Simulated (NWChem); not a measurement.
Molecule: MgSiH3OF; SMILES [Mg]([O][SiH3])[F]

```xyz
7

Mg     0.0173    -1.4441     0.0000
F      0.1892    -3.1727     0.0000
O     -0.1607     0.3402     0.0000
Si    -0.3173     1.9660     0.0000
H     -1.0610     2.4478    -1.2023
H      1.0118     2.6475     0.0000
H     -1.0610     2.4478     1.2023
```
Atoms are numbered in this order, from 1.

Results from NWChem. The geometry was optimised at B3LYP/6-31G* (spherical d). GIAO values for the isolated, static molecule; σ is the absolute isotropic shielding, δ = σ(reference) − σ with the isolated reference molecule computed at the same levels (19F: trichlorofluoromethane, 1H: tetramethylsilane, 17O: water, 29Si: tetramethylsilane).

**Question.** Estimate the computed values for KT2/pcSseg-1. Quantities: σ Mg1 (ppm); δ F2 (ppm); δ O3 (ppm); δ Si4 (ppm); δ H5 (ppm).

**Answer.** 
| Property | Value |
|---|---|
| σ Mg1 (ppm) | 535.3 |
| δ F2 (ppm) | -301.2 |
| δ O3 (ppm) | -36.5 |
| δ Si4 (ppm) | -41.7 |
| δ H5 (ppm) | 5.42 |
